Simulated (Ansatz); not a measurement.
Input and output for CH6ClInSi, SMILES `[SiH3][CH](Cl)[InH2]`.

```yaml
crystal:
  periodic: [false, false, false]
  atoms:
    - {symbol: Si, position_ang: [-0.777346, 1.260731, 0.542491]}
    - {symbol: C, position_ang: [0.398536, 0.288522, -0.525350]}
    - {symbol: Cl, position_ang: [2.091875, 0.407315, 0.147596]}
    - {symbol: In, position_ang: [0.377329, -1.893090, -0.409471]}
    - {symbol: H, position_ang: [-0.413630, 2.701279, 0.627436]}
    - {symbol: H, position_ang: [-2.134727, 1.134365, -0.059804]}
    - {symbol: H, position_ang: [-0.795717, 0.685369, 1.911659]}
    - {symbol: H, position_ang: [0.455324, 0.655222, -1.549687]}
    - {symbol: H, position_ang: [-0.119921, -2.561612, 1.089840]}
    - {symbol: H, position_ang: [1.001477, -2.729202, -1.771809]}
basis:
  gaussian: {orbitals: def2-mTZVP, fitting: {mean_field: cc-pVTZ-jkfit}}
hamiltonian: {xc: {name: r2SCAN0}}
output: {forces: true}
```

```sh
$ ansatz run in.yaml --threads 4 --pin off --events-out ev --progress --plain --max-ram 10444MiB
```

Output, abridged:

```
Functional definition: r2SCAN0
Error: <dir> the basis set cc-pVTZ-JKFIT has no functions for In
```

It took 0.25 s on 4 threads of an Arm Neoverse V2 on a shared host, with 0.51 GiB of host memory at the peak.
